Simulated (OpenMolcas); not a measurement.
An atom or ion with 4 electrons was computed by XMS-CASPT2, IPEA 0.25 Eh, imaginary shift 0.1 Eh with spin-orbit coupling (OpenMolcas, ANO-RCC-VTZP, DKH2). The lowest levels that the run gave, each within 12 % of the measured value where one is at hand:

| J | Parity | E (cm-1) | g |
| --- | --- | --- | --- |
| 0 | even | 0.0 |  |
| 0 | odd | 37650 |  |
| 1 | odd | 37660 | 1.501 |
| 2 | odd | 37680 | 1.501 |
| 1 | odd | 75130 | 1.000 |
| 0 | even | 99480 |  |
| 1 | even | 99490 | 1.501 |
| 2 | even | 99510 | 1.501 |
| 2 | even | 102380 | 1.000 |
| 0 | even | 131380 |  |

Problem. Which ion is it, and what are the configurations and terms?

Solution. B+ (Z = 5, charge +1; active space 2 electrons in 4 orbitals (2s 2p)). J, parity and g give the terms where levels are pure, and mixed ones are named by the computed weights; the size of the splittings, set against known spectra of the 4-electron sequence, gives the charge. In order, with the measured energies in cm-1 (NIST Handbook of Basic Atomic Spectroscopic Data): 2s2 1S0, 2s 2p 3P* 0 (37336), 2s 2p 3P* 1 (37342), 2s 2p 3P* 2 (37358), 2s 2p 1P* 1 (73397), 2p2 3P0 (98911), 2p2 3P1 (98920), 2p2 3P2 (98933), 2p2 1D2 (102363), 2p2 1S0 (127661).

CASPT2 breaks the degeneracy within a term, and the mean is taken; among the terms shown or strongly mixed into the levels shown the widest spread is 56 cm-1 (2p2 1D). Over all roots computed the reference weight is 0.93 to 0.99; the roots of lowest weight are the least certain, and an intruder state may touch them. Measured partners are found by configuration, term and J. A level has none where our copy of the source lacks it or the pairing is in doubt (some pairs that miss far off the trend of their configuration count as doubtful), and it then counts in no deviation. Levels of configurations outside the active space are missing.

* marks odd parity.
